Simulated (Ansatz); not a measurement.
CH5NOSi can be A, `C1N[SiH2]O1`, or B, `CO[Si]N`.

Computed with Ansatz on PBE0-D4/def2-TZVP structures; ΔE is electronic, products minus reactants. CCSD(T)/CBS is the MP2 limit (def2-TZVPP, def2-QZVPP) plus CCSD(T) − MP2 in def2-TZVPP, frozen cores. DFT in def2-TZVPP. B3LYP here is the variant with VWN-RPA as its local correlation; programs differ in this. Each species was taken in one conformer, which may not be the lowest.

Question: Which isomer does CCSD(T)/CBS put lower? Give the gap. (Estimate.)

Answer: Ansatz gave: B, by 49.3 kJ/mol.

Question: Give E(B) − E(A) in kJ/mol with HF/def2-TZVPP, CCSD(T)/def2-TZVPP, CCSD/def2-TZVPP, CCSD(T)/def2-SVP, MP2/def2-TZVPP, PBE-D4, B3LYP-D4. (An estimate is asked.)

Answer: Ansatz gave: HF/def2-TZVPP -40.2, CCSD(T)/def2-TZVPP -49.3, CCSD/def2-TZVPP -48.5, CCSD(T)/def2-SVP -57.4, MP2/def2-TZVPP -40.6, PBE-D4 -56.4, B3LYP-D4 -62.5. None reverses the order clearly.

Question: Does the order hold for the free energy at 298.15 K (harmonic terms from PBE0-D4)? (An estimate is asked.)

Answer: Computed: Yes: G(B) − G(A) = -45.8 kJ/mol, for one conformer each.

Largest T1 diagnostic: 0.013.

From BLYP to BHLYP (50 % exact exchange), in def2-TZVPP and without D4, E(B) − E(A) moves by +25.7 kJ/mol. Leaving LDA and LC-ωPBE aside and taking each functional with its dispersion term where it has one, the values, not all of them listed here, spread over 39.9 kJ/mol, from BLYP-D4 to PBE-QIDH. LDA lies +7.7 kJ/mol from PBE without D4.
